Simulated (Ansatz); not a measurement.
# Ansatz input wanted

Ge2SiH8: 11 atoms, total charge 0, spin state singlet. As SMILES, `[GeH3][SiH2][GeH3]`. The coordinates come from a PBE0-D4/def2-TZVP relaxation.

```tsv
atom	x (Å)	y (Å)	z (Å)
Ge	-1.3148	1.3291	-0.6481
Si	-0.4203	-0.8501	-0.3181
Ge	1.6312	-0.7359	0.8804
H	-2.6434	1.2778	-1.4213
H	-0.3212	2.1934	-1.4427
H	-1.5663	2.0081	0.7089
H	-0.1899	-1.4986	-1.6384
H	-1.3957	-1.6784	0.4430
H	1.4059	-0.0772	2.2519
H	2.6520	0.1106	0.1012
H	2.2278	-2.1357	1.1038
```

Settings wanted:

| Setting | Value |
| --- | --- |
| basis set | 6-31G* |
| integral approximation | none |
| task | energy |
| method | DFT |
| functional | B3LYP |
| dispersion | none |
| reference | RKS |
| accuracy | high |
| start density | atoms |
| d and f functions | Cartesian |

**Question.** Write the Ansatz 0.2.0 input and the command.

**Answer.** One that was run (others would do as well):

input.yaml:
```yaml
crystal:
  periodic: [false, false, false]
  atoms:
    - {symbol: Ge, position_ang: [-1.314800, 1.329100, -0.648100]}
    - {symbol: Si, position_ang: [-0.420300, -0.850100, -0.318100]}
    - {symbol: Ge, position_ang: [1.631200, -0.735900, 0.880400]}
    - {symbol: H, position_ang: [-2.643400, 1.277800, -1.421300]}
    - {symbol: H, position_ang: [-0.321200, 2.193400, -1.442700]}
    - {symbol: H, position_ang: [-1.566300, 2.008100, 0.708900]}
    - {symbol: H, position_ang: [-0.189900, -1.498600, -1.638400]}
    - {symbol: H, position_ang: [-1.395700, -1.678400, 0.443000]}
    - {symbol: H, position_ang: [1.405900, -0.077200, 2.251900]}
    - {symbol: H, position_ang: [2.652000, 0.110600, 0.101200]}
    - {symbol: H, position_ang: [2.227800, -2.135700, 1.103800]}
basis:
  gaussian:
    orbitals: "6-31G*"
hamiltonian:
  xc: {name: B3LYP}
accuracy: high
output: {orbitals: {seedname: orbitals}}
```

```bash
$ ansatz run input.yaml --threads 1 --pin off --max-ram 3480MiB --events-out events.jsonl --progress --plain --runs-dir runs
```

Calculated total energy: -4447.83432 Eh.
